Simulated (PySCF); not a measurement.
**Nuclear quadrupole coupling in `O=c1cc(S[SiH3])cco1`**

C₅H₆O₂SSi.
Z-matrix (Å and degrees, GFN2-xTB geometry), rows numbered from 1:
```
O 
C   1  1.2050
C   2  1.4414  1  125.72
C   3  1.3592  2  121.74  1   179.76
S   4  1.7494  3  125.35  2  -179.85
Si  5  2.1700  4  106.05  3     4.29
C   4  1.4317  3  118.57  2     0.27
C   7  1.3451  4  118.20  3    -0.17
O   8  1.3306  7  124.07  4     0.00
H   3  1.0781  2  115.23  1    -0.35
H   6  1.4560  5  107.07  4    58.02
H   6  1.4524  5  100.43  4   176.92
H   6  1.4566  5  107.78  4   -64.36
H   7  1.0751  4  119.92  3   179.91
H   8  1.0812  7  123.64  4  -179.99
```

Field gradients from the PBE0/pcSseg-1 density (PySCF, non-relativistic), principal values in atomic units, ordered |Vxx| ≤ |Vyy| ≤ |Vzz|:

```tsv
atom	Vxx	Vyy	Vzz
O1	0.7573	0.7737	-1.5310
S5	-0.1546	-1.8955	2.0501
O9	-0.7636	-0.7855	1.5491
```

Find the asymmetry η = (Vxx − Vyy)/Vzz and the couplings χ = eQV/h (234.96 MHz × Q in barn × V in au), with Q(17O) = −0.0256 b, Q(33S) = −0.0678 b.

```json
{"atom": "O1", "environment": "carbonyl oxygen", "nucleus": "17O", "η": "0.01", "χzz (MHz)": "9.21", "χxx (MHz)": "-4.56", "χyy (MHz)": "-4.65"}
{"atom": "S5", "environment": "sulfur bonded to C and Si", "nucleus": "33S", "η": "0.85", "χzz (MHz)": "-32.66", "χxx (MHz)": "2.46", "χyy (MHz)": "30.20"}
{"atom": "O9", "environment": "ring oxygen", "nucleus": "17O", "η": "0.01", "χzz (MHz)": "-9.32", "χxx (MHz)": "4.59", "χyy (MHz)": "4.72"}
```

The gradient is axial or nearly so (η below 0.05) at O1 and O9. 

What is Vzz at S5 in SI units (1 au = 9.71736 × 10²¹ V/m²)?

2.0501 au = 19.921 × 10²¹ V/m².

What couplings would deuterons (Q(2H) = 0.00286 b) have in place of the hydrogens, at this geometry?

```csv
atom,bonded to,bond length (Å),Vzz (au),η,χzz (kHz)
H10,C3,1.078,0.3303,0.12,222
H11,Si6,1.456,0.1649,0.01,111
H12,Si6,1.452,0.1678,0.03,113
H13,Si6,1.457,0.1644,0.01,110
H14,C7,1.075,0.3339,0.10,224
H15,C8,1.081,0.3156,0.09,212
```

The structure is a single GFN2-xTB conformer in the gas phase; no vibrational or solvent corrections. GFN2-xTB bond lengths can be off by several hundredths of an ångström, more for odd bonds, and the gradients follow them. The basis is small and wasn't made for field gradients, so the couplings can be 20 % off.
